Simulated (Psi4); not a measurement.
CH₇BrN₂Si, singlet, geometry from GFN2-xTB.

The Psi4 input:
```
memory 2 GB

molecule {
0 1
C     1.86069045    0.65105999   -1.22529330
Si    0.16769545    0.71880208   -0.39956185
N    -1.04013236    0.77323742   -1.61962738
N     0.22132743    1.86676164    0.87702875
Br   -0.33244247   -1.16820955    0.67964035
H     1.90911661   -0.15117585   -1.95432301
H     2.07517435    1.58137653   -1.74113786
H     2.64647080    0.48801588   -0.49496625
H    -1.99149674    0.49951052   -1.44237522
H    -0.97417974    1.39240531   -2.40719048
H    -0.43443187    1.84928653    1.63933663
H     0.62458863    2.77833290    0.75706010
}

set {
  basis def2-sv(p)
}

energy('r2scan')
print_variables()
```

**Question.** Estimate the nuclear repulsion energy that Psi4 1.11 with R2SCAN/def2-SV(P) returns for this input.

**Answer.** 438.6029 Eh

**Question.** Estimate the number of basis functions that R2SCAN/def2-SV(P) returns for this input.

**Answer.** 106

**Question.** Estimate the dipole moment that R2SCAN/def2-SV(P) returns for this input.

**Answer.** 3.48 D

**Question.** Roughly what does it cost on one core?

**Answer.** around 50 core-seconds (rough).
